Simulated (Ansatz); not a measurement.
`C[N]=[V]([Cl])([Cl])[Cl]`, 9 atoms. The species carries charge 0 and has multiplicity 1. Correlated methods include outer-core shells of V, which these sets cover unevenly. Scalar relativity is left out up to krypton. All runs use 4 threads of an Intel Xeon Platinum 8375C on a shared host. Correlated methods freeze the cores.

Question: How many basis functions does each run have, and how long does it take in Ansatz? RKS B2PLYP (frozen core)/def2-TZVPP energy; RKS PBE0-D4/def2-SVP energy; RKS PBE0-D4/def2-TZVP frequencies; direct RPA on PBE orbitals/def2-TZVPP energy; RHF-MP2/def2-QZVPP energy; RKS BLYP-D4/def2-TZVPP energy; RKS ωB97M-V/def2-QZVPP energy; RKS PBE0-D4/def2-TZVPP energy; RHF-MP2/def2-TZVPP energy; RKS PBE0-D4/def2-QZVPP energy; RHF-CCSD(T)/def2-SVP energy; RKS PBE0-D4/def2-TZVP relaxation (5 steps). (Best estimate.)

Answer: Computed: Other jobs shared the machine, so times are rough.

| level | job | functions | wall time | peak host memory (GiB) |
| --- | --- | --- | --- | --- |
| RKS PBE0-D4/def2-SVP | energy | 128 | 1.9 s | 0.35 |
| direct RPA on PBE orbitals/def2-TZVPP | energy | 294 | 7.5 s | 0.86 |
| RKS PBE0-D4/def2-TZVPP | energy | 294 | 9.5 s | 1.3 |
| RKS BLYP-D4/def2-TZVPP | energy | 294 | 11 s | 0.55 |
| RKS PBE0-D4/def2-QZVPP | energy | 507 | 16 s | 2.9 |
| RKS B2PLYP (frozen core)/def2-TZVPP | energy | 294 | 25 s | 1.2 |
| RKS ωB97M-V/def2-QZVPP | energy | 507 | 34 s | 3.3 |
| RHF-MP2/def2-TZVPP | energy | 294 | 48 s | 1.1 |
| RHF-CCSD(T)/def2-SVP | energy | 128 | 48 s | 0.82 |
| RKS PBE0-D4/def2-TZVP | relaxation (5 steps) | 236 | 51 s | 0.99 |
| RHF-MP2/def2-QZVPP | energy | 507 | 2.2 min | 3.9 |
| RKS PBE0-D4/def2-TZVP | frequencies | 236 | 5.3 min | 0.99 |
